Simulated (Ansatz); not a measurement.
A structure relaxed at PBE-D4/def2-SVP in Ansatz, charge 0, doublet:

```xyz
14

Li   -1.170    0.113   -0.437
Li   -0.642   -1.788   -1.799
Li    1.056   -0.054    2.251
Li    2.238   -0.266   -1.042
Li    0.035    1.268   -2.083
Li   -1.527   -1.118    1.535
Li    0.609   -1.334    0.084
Li   -1.332    1.975    1.075
Li    0.735    1.204    0.413
O     1.953   -0.190    0.716
O     0.586   -0.448   -1.804
O    -1.218   -1.729   -0.105
O    -0.638    0.454    1.788
O    -0.684    1.914   -0.592
```

(1) Give its formula and point group.

(2) Summarise the bond lengths by kind (pairs closer than 1.2 times the sum of covalent radii, bridged metal pairs left out).

## Answers

(1) Li₉O₅. Point group C2 (tolerance 0.1 Å).

(2) 22 × Li–O 1.78 to 2.31 Å.

The relaxation made no stability test and no search for a lower SCF solution. Another isomer (doublet) lies 0.27 eV lower at PBE0-D4/def2-TZVP; other spin states weren't run for this one.
